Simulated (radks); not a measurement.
Spherical jellium clusters: N electrons in a uniform positive sphere of charge N and radius rs N^(1/3), rs = 4.75 bohr. Calculated with a radial shooting solver with Libxc functionals: non-relativistic Kohn-Sham, PBEsol, spin-polarised, spherical densities. Levels are named by radial order and angular momentum (1s, 1p, 1d, 2s, ...), and open shells are averaged over m.

N = 16, configuration 1s2 1p6 1d(up 5, down 3). This is the lowest configuration that the search found. Occupied levels:

| level | occupation | eigenvalue (eV) | <r> (bohr) |
|---|---|---|---|
| 1s up | 1 | -4.1020 | 7.481 |
| 1s down | 1 | -4.0325 | 7.132 |
| 1p up | 3 | -3.4735 | 8.878 |
| 1p down | 3 | -3.3421 | 8.744 |
| 1d up | 5 | -2.6837 | 9.845 |
| 1d down | 3 | -2.5280 | 9.803 |

Energy (eV): total -29.0464, kinetic 20.789, external -692.30, Hartree 343.79, exchange-correlation -50.529, background 349.20.

Electron density:

| r (bohr) | n(r) (e/bohr^3) |
|---|---|
| 1.33 | 0.001203 |
| 2.77 | 0.001466 |
| 4.20 | 0.001899 |
| 5.63 | 0.002399 |
| 7.06 | 0.002743 |
| 8.49 | 0.002644 |
| 9.92 | 0.001984 |
| 11.3 | 0.001081 |
| 12.8 | 0.0004173 |
| 14.2 | 0.0001247 |
| 15.7 | 0.00003383 |
| 17.1 | 8.789e-06 |
| 18.5 | 2.218e-06 |
